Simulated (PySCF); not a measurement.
Simulated characterisation data

Level of theory: shielding tensors at PBE0/pcSseg-1 (GIAO), structure optimised with GFN2-xTB, in PySCF 2.14.0 with density-fitted response routines (no solvent, one conformer, non-relativistic, equivalent nuclei averaged).

Referencing at the same level of theory: 1H (31.72 ppm), 13C (186.93 ppm) vs TMS. Where no couplings were computed, multiplicities follow the n + 1 count of equivalent neighbours, and m marks all less simple cases (inequivalent or close neighbours, rings, F or P nearby). Shifts are as computed. Against solution values, carbons near 30 ppm lie about +3 ppm off and those near 130 ppm about +5 ppm. Of 1211 compounds with measured shifts, 218 miss one by over three times the rms of a fit or turn the order of signals round; such compounds aren't used in these exercises.

Compound 1 (C4H7N3). 1H NMR (400 MHz, computed): δ 7.81 (m, 1H), 7.54 (m, 1H), 4.54 (q, 2H), 1.47 (t, 3H). 13C{1H} NMR (computed): δ 138.7, 127.8, 46.5, 20.8. Structure: SMILES CCn1ccnn1.

Compound 2 (C7H11NOSi). 1H NMR (400 MHz, computed): δ 6.48 (m, 1H), 6.35 (m, 1H), 5.67 (m, 1H), 5.61 (m, 1H), 5.59 (m, 1H), 5.50 (m, 1H), 4.90 (s, 3H), 4.31 (d, 1H), 2.98 (m, 1H). 13C{1H} NMR (computed): δ 144.1, 143.8, 126.6, 124.9, 122.7, 69.5, 60.3. Structure: `C=CC(C=C)[C@@H](C#N)O[SiH3]`.
